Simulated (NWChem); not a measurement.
System meant: CHBrClF; SMILES F[C@@H](Cl)Br

The following NWChem deck was run.

```
start job
memory heap 200 mb stack 900 mb global 1100 mb
geometry units angstroms noautoz
  F      1.642949     0.786646    -0.184777
  C      0.464640     0.577382     0.424015
  Cl    -0.693648     1.843566    -0.061970
  Br    -0.180384    -1.226168    -0.026569
  H      0.582043     0.612309     1.504982
end
basis spherical
  * library def2-svp
end
dft
  xc pbe0
  iterations 4
  mulliken
end
task dft energy
```

End of the output:

```
    Atom       Charge   Shell Charges
 -----------   ------   -------------------------------------------------------
    1 F    9     9.08   1.98  1.02  0.74  3.20  2.12  0.01
    2 C    6     6.06   1.96  0.66  0.37  1.69  1.18  0.20
    3 Cl  17    16.93   2.00  1.96  1.05  0.79  5.82  2.26  3.01  0.04
    4 Br  35    34.96   2.00  2.00  1.96  1.14  0.74  5.99  5.81  2.46  2.80  7.85  2.03  0.18
    5 H    1     0.98   0.66  0.25  0.08

 center of mass
 --------------
 x =  -0.01711996 y =  -0.13035384 z =  -0.02693569

 moments of inertia (a.u.)
 ------------------
         926.971940262961           0.000000000000           0.000000000000
           0.000000000000         281.728308350586          -0.000000000000
           0.000000000000          -0.000000000000        1171.110105946811

     Multipole analysis of the density
     ---------------------------------

     L   x y z        total         alpha         beta         nuclear
     -   - - -        -----         -----         ----         -------
     0   0 0 0     -0.000000    -34.000000    -34.000000     68.000000

     1   1 0 0      0.012742      0.006371      0.006371      0.000000
     1   0 1 0      0.032632      0.016316      0.016316      0.000000
     1   0 0 1      0.509869      0.254934      0.254934      0.000000

     2   2 0 0    -31.630285    -78.747892    -78.747892    125.865499
     2   1 1 0      0.103077      1.590255      1.590255     -3.077433
     2   1 0 1      0.948415     -0.449699     -0.449699      1.847812
     2   0 2 0    -30.571719   -226.575741   -226.575741    422.579763
     2   0 1 1      0.845041     -0.382205     -0.382205      1.609452
     2   0 0 2    -29.477094    -21.428350    -21.428350     13.379606

 ------------------------------------------------------------------------
 dft energy failed                                                                                  0
 ------------------------------------------------------------------------
 ------------------------------------------------------------------------
  current input line :
    18: task dft energy
 ------------------------------------------------------------------------
 ------------------------------------------------------------------------
 This type of error is most commonly associated with calculations not reaching convergence criteria
 ------------------------------------------------------------------------
 For more information see the NWChem manual at https://nwchemgit.github.io

0:dft energy failed:Received an Error in Communication
```

Problem. Can this run be used? If not, why, and what is the fix?

Solution. The run did not converge; its last values are not results. Cause: the SCF was allowed too few iterations. This input runs:
```
start job
memory heap 200 mb stack 900 mb global 1100 mb
geometry units angstroms noautoz
  F      1.642949     0.786646    -0.184777
  C      0.464640     0.577382     0.424015
  Cl    -0.693648     1.843566    -0.061970
  Br    -0.180384    -1.226168    -0.026569
  H      0.582043     0.612309     1.504982
end
basis spherical
  * library def2-svp
end
dft
  xc pbe0
  iterations 150
  mulliken
end
task dft energy
```
It converges to -3171.73704 Ha (PBE0/def2-SVP).
